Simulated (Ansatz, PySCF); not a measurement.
Species: InF$_{2}$, net charge 0, doublet state. It need not be the lowest isomer of its formula. 
Coordinates optimised at B3LYP-D3(BJ)/def2-TZVP (Ansatz, a quantum-chemistry and plane-wave program):
```xyz
3

In     0.2297     0.1164     0.0940
F     -0.8133     0.9486    -1.3634
F     -0.4372    -1.5822     0.8518
```
Charge 0, spin multiplicity 2.

Property: vertical ionisation energy (to the singlet state of charge +1; each state is the SCF solution reached for its spin), in eV. Cores are frozen in the correlated levels unless marked. UHF or UKS for open shells. No spin-orbit coupling. The frozen core is the preceding noble-gas configuration, with the filled d and f shells of earlier blocks. Past Kr the def2 sets carry scalar-relativistic core potentials. CBS(X,Y): correlation extrapolated as X^-3; Hartree-Fock from the larger set. [CCSD(T)-MP2]/basis is that difference in the basis named.

```json
[
 {"level": "r2SCAN/def2-TZVPD", "program": "Ansatz", "vertical ionisation energy (eV)": "10.21"},
 {"level": "B3LYP/def2-TZVPD", "program": "Ansatz", "vertical ionisation energy (eV)": "10.31"},
 {"level": "B2PLYP/def2-TZVPD", "program": "Ansatz", "vertical ionisation energy (eV)": "9.99"},
 {"level": "MP2/def2-SVPD", "program": "Ansatz", "vertical ionisation energy (eV)": "9.75"},
 {"level": "SCS-MP2/def2-TZVPPD", "program": "Ansatz", "vertical ionisation energy (eV)": "9.61"},
 {"level": "CCSD(T)/def2-TZVPPD", "program": "Ansatz", "vertical ionisation energy (eV)": "9.71"},
 {"level": "RI-MP2/CBS(def2-TZVPPD,def2-QZVPPD)+[CCSD(T)-MP2]/def2-TZVPPD", "program": "Ansatz", "vertical ionisation energy (eV)": "9.73"}
]
```

For comparison, minus the highest occupied orbital energy (PySCF): 6.65 eV at TPSS/def2-TZVPD, 6.63 eV at PBE/def2-TZVPD, 7.85 eV at PW6B95/def2-TZVPD.
